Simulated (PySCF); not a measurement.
Values are calculated unless marked as measured or tabulated.
C2H9Si2

C2H9Si2 is a small molecule (built as: Si site whose three back bonds go to SiH3, CH3, CH3), neutral, doublet. The structure, one conformer, was relaxed in the gas phase by PBE0-D3(BJ)/def2-SVP. No frequency run checks that it is a minimum.

SMILES: C[Si](C)[SiH3]

Coordinates in Å:
```
Si1     0.348   -0.458   -0.213
Si2    -0.281    1.289   -1.632
C3     -1.130   -1.454    0.414
C4      1.450    0.102    1.216
H5      0.939    1.970   -2.172
H6     -1.061    0.733   -2.784
H7     -1.131    2.335   -0.970
H8     -1.740   -0.849    1.106
H9     -0.795   -2.353    0.955
H10    -1.775   -1.776   -0.418
H11     0.880    0.729    1.922
H12     1.837   -0.767    1.772
H13     2.308    0.687    0.855
```

EPR values by unrestricted B3LYP, IGLO-III on C Si, pcH-1 on H.

Question: Predict g and the largest hyperfine couplings. Where does the spin sit?

Answer: g = 2.0020, 2.0042, 2.0051. The spin sits on Si1 (92 %, bonded to 2 C + 1 Si) by Mulliken populations.
```tsv
atom	isotope	isotropic (MHz)	dipolar, principal values (MHz)
Si1	29Si	-412.3	-161.6, 80.4, 81.1
H7	1H	70.4	-2.3, -0.3, 2.6
H8	1H	62.5	-3.6, 0.1, 3.5
H11	1H	62.4	-3.6, 0.1, 3.5
Si2	29Si	-49.2	-10.9, 3.5, 7.4
C4	13C	14.3	-3.1, -2.6, 5.7
```

Question: How do the isotropic couplings move with BHandHLYP?

Answer: Si1 -412.3 to -445.4 MHz, H7 70.4 to 68.1 MHz, H8 62.5 to 61.3 MHz, H11 62.4 to 61.2 MHz.
